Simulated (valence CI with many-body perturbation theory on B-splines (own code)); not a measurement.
**Sensitivity of CI+MBPT for Pm²²⁺**

Computed by valence CI with perturbative core correlation (CI+MBPT): three valence electrons over a frozen Dirac-Fock core [Kr], radial functions for each j: 6 s, 6 p, 5 d, 5 f, 1 g, with the one-electron correlation potential Σ1, the two-electron term Σ2, the three-electron term Σ3, Breit, model QED; selected CI, second order for the rest, scaled by the run's own slope (own B-spline code, finite nucleus).

No measured spectrum was set against this ion. As an estimate, terms of the open shell hold to 2 to 4 % of their energy, and close levels can change places. Only levels of the ground parity were solved; by the run's estimate the other parity begins above the list, which can be wrong where configurations are misplaced.

The reference run has the lowest level (4d3/2^3) J=3/2 and an ionisation energy of 690.356 eV. Its largest variational space holds 2589 state functions.

Levels are named by their leading jj configuration (3d3/2^4 stands for four electrons in 3d with j = 3/2), which in mixed levels can hold well under half, so a name can repeat and another be missing. Letters in brackets count levels of one name in rising energy.

Changed runs:
A. logarithmic knot step 0.27 → 0.4
B. QED terms on → off; Breit term on → off
C. correlating orbitals by l 3 3 3 3 1 → 5 1 3 3 1; selection threshold (hartree) 2e-08 → 1e-06
D. cutoff of virtual states (hartree) 7442 → 104.17 (bad on purpose)

Excitation energies of the reference run in cm⁻¹, and shifts in cm⁻¹:

```
                    Level  Reference       A       B         C       D
(4d3/2^2 4d5/2) J=5/2 [a]      31320    -1.8    +994      -3.5     -60
    (4d3/2^2 4d5/2) J=7/2      48722    -1.9   +1377      +0.3     -66
    (4d3/2^2 4d5/2) J=3/2      49514    -1.9    +771      -1.4     -45
    (4d3/2^2 4d5/2) J=9/2      55111    -1.5   +1396      +5.9     -49
    (4d3/2^2 4d5/2) J=1/2      58026    -2.5    +931      -3.3     -50
(4d3/2 4d5/2^2) J=7/2 [a]      86914    -2.3   +1925      +5.6    -106
(4d3/2^2 4d5/2) J=5/2 [b]      88322    -3.1   +1485      -5.2     -83
    (4d3/2 4d5/2^2) J=9/2      91895    -3.2   +2266      +1.8    -109
(4d3/2 4d5/2^2) J=3/2 [a]     103443    -2.6   +1864      +1.6    -122
    (4d3/2 4d5/2^2) J=1/2     108899    -3.2   +1949      +2.1    -123
   (4d3/2 4d5/2^2) J=11/2     114083    -3.3   +2467      +8.9     -95
(4d3/2 4d5/2^2) J=5/2 [a]     121993    -2.3   +1942      +8.8    -107
   Ionisation energy (eV)    690.356  -0.009  +0.246  -0.00027  -0.257
```
